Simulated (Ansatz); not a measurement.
Cl₂FH₃O₂Si₂, SMILES `O[Si](O)(Cl)[SiH](F)Cl`. Total charge 0; spin multiplicity 1. All single points use the PBE0-D4/def2-TZVP geometry. It is one conformer, not always the lowest.

```xyz
10

O    -0.814    0.458   -1.721
Si   -0.165    0.661   -0.248
O    -1.265    1.378    0.724
Cl    1.512    1.857   -0.293
Si    0.474   -1.472    0.470
F     0.928   -1.354    1.997
Cl    2.069   -2.119   -0.627
H    -1.213    1.207   -2.169
H    -0.945    1.892    1.468
H    -0.582   -2.508    0.399
```

Question: What is the dipole moment at ωB97M-V/def2-TZVPP? (Best estimate.)

Answer: Computed: 2.37 D, with components (-1.71, 1.63, -0.13) D in this frame, pointing from negative to positive charge.

Question: And with PBE, r2SCAN, B3LYP? (Best estimate.)

Answer: The calculation gave: PBE 2.32 D, r2SCAN 2.39 D, B3LYP 2.36 D.

Question: Give the Mulliken charges with ωB97M-V, B3LYP, r2SCAN in def2-TZVPP. (Estimate.)

Answer: The calculation gave: 
```tsv
atom	ωB97M-V	B3LYP	r2SCAN
O1	-0.36	-0.37	-0.40
Si2	0.57	0.63	0.65
O3	-0.35	-0.37	-0.39
Cl4	-0.21	-0.25	-0.25
Si5	0.49	0.57	0.58
F6	-0.30	-0.31	-0.31
Cl7	-0.19	-0.22	-0.23
H8	0.19	0.19	0.21
H9	0.19	0.20	0.21
H10	-0.03	-0.07	-0.08
```

B3LYP here is the variant with VWN-RPA as its local correlation; programs differ in this.
